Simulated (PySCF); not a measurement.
Dipole response of Mn²⁺ (manganese, charge +2)

[Ar] 3d4 4s1, high-spin 6D determinant (an excited configuration). Calculation: PySCF 2.14, in def2-TZVPPD; no relativity, point nucleus. Coupled (time-dependent) response in atomic units; α is the mean over directions.

```
 method  mean α (bohr³)         α xx, yy, zz  C₆ (like pair)  S(−4)
r2SCAN0           21.44  21.71, 21.71, 20.90           90.37  407.3
```

S(−4) is the Cauchy moment in α(ω) = α(0) + S(−4) ω² + …

α(iu) at r2SCAN0:

```
u (hartree)  α(iu) (bohr³)
          0          21.44
     0.0500          20.48
      0.100          18.08
      0.200          12.60
      0.300          8.738
      0.500          4.979
      0.750          3.160
       1.00          2.327
       1.50          1.539
       2.00          1.138
       3.00         0.7059
       5.00         0.3429
```

A single London oscillator, α(iu) = α/(1 + u²/ω²), gives C₆ = (3/4) ω α². Matching the computed C₆ needs ω = 4 × 90.37 / (3 × 21.44²) = 0.262 hartree.

For an ion, C₆ is the dispersion term alone; charge-induced terms of lower order in 1/R come first.

The components differ because the open shell of this determinant is not spherical; for a pure term their mean is the scalar polarisability.
